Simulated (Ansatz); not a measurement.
Ansatz (an electronic-structure program) input for Al(Me)(OH)(PH2) (CH₆AlOP), SMILES [CH3][Al]([OH])[PH2], CAM-B3LYP/def2-SVPD. Geometry optimised at r2SCAN-D4/def2-SVP. Other conformers were not sampled.

Ansatz 0.2 input:
```yaml
crystal:
  periodic: [false, false, false]
  atoms:
    - {symbol: Al, position_ang: [0.28311456, -0.25610365, 0.27409067]}
    - {symbol: C, position_ang: [2.13095710, -0.51716782, -0.26961231]}
    - {symbol: H, position_ang: [2.20155169, -1.25754333, -1.08593961]}
    - {symbol: H, position_ang: [2.74575776, -0.89007491, 0.56568598]}
    - {symbol: H, position_ang: [2.59185532, 0.41032657, -0.64925667]}
    - {symbol: O, position_ang: [-0.19920280, -0.97832339, 1.74602331]}
    - {symbol: H, position_ang: [-1.06930450, -0.95354635, 2.15210855]}
    - {symbol: P, position_ang: [-1.21714078, 1.08279196, -0.92782104]}
    - {symbol: H, position_ang: [-2.30061882, 0.15773972, -0.79561050]}
    - {symbol: H, position_ang: [-0.78473917, 0.55016056, -2.18336356]}
basis:
  gaussian:
    orbitals: def2-SVPD
hamiltonian:
  xc: {name: CAM-B3LYP}
```

Log of the run:

```
WARN ansatz: RAYON_NUM_THREADS=1 ignored (pool sized by the plan → 1); use --threads N
Functional definition: CAM-B3LYP
integrals: 0.08 GiB planned
1221 factors; their error is unknown
integrals: 0.11 GiB planned
533 factors; integrals over basis functions are off by at most 9.6e-6 eV
mean field: 0.76 GiB planned
mean field evaluation 1: about -19053.1007 eV, gradient 6.5e1 eV
mean field evaluation 2: about -19045.6261 eV, gradient 9.0e1 eV
mean field evaluation 4: about -19061.4084 eV, gradient 3.1e0 eV
mean field evaluation 8: about -19061.4333 eV, gradient 2.5e-2 eV
mean field evaluation 16: about -19061.5251 eV, gradient 1.8e-5 eV
mean field -19061.52508599 eV, -700.4981265443 hartree, gradient 1.8e-5 eV, S^2 0.000000; 0 other end points of the search recorded, 0 dependent functions left out
reference -19061.52523698 eV, -700.4981320933 hartree; 24, 24 occupied and 115, 115 virtual orbitals, 1221 factors
Total energy: -19061.52523698 eV, -700.4981320933 hartree
```

The run converged.

Cost: roughly 7 core-seconds.
